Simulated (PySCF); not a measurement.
Pt³⁸⁺: ionisation energy

Pt³⁸⁺ [Kr] 4d4 [4d3/2^4, M_J = 0] → Pt³⁹⁺ [Kr] 4d3 [4d3/2^3, M_J = 3/2], as a difference of total energies. Calculation: PySCF 2.14, in an uncontracted even-tempered set (16 s from 4.3 bohr⁻², ratio 2.8; 14 p from 5.6 bohr⁻², ratio 2.8; 9 d from 5.6 bohr⁻², ratio 2.8; 3 f from 22 bohr⁻², ratio 3); the two-component X2C-1e Hamiltonian. Correlated levels: [Ar] 3d10 frozen; the 90 highest virtual spinors dropped. "Screened" scales the spin-orbit matrix elements by Boettger's factors to mimic the two-electron term; Breit and QED terms are absent.

| method | ionisation energy (eV) |
| --- | --- |
| GHF (spin-free) | 1753.4 |
| GMP2 (spin-free) | 1753.4 |
| GHF (screened spin-orbit) | 1763.9 |
| GMP2 (screened spin-orbit) | 1764.4 |

Breit and QED terms and the two-electron picture change are absent.

The spin-free rows relax to the high-spin LS determinant and lack the spin-orbit shift.

The labels give the starting determinants; with spin-orbit coupling the two ends relaxed to ⟨J²⟩ = 0.00, ⟨L²⟩ = 2.50, ⟨S²⟩ = 2.50 and ⟨J²⟩ = 3.77, ⟨L²⟩ = 7.81, ⟨S²⟩ = 2.15.

For comparison: 1763 ± 4 eV (theoretical estimate listed by NIST; NIST Atomic Spectra Database, ionization energies).
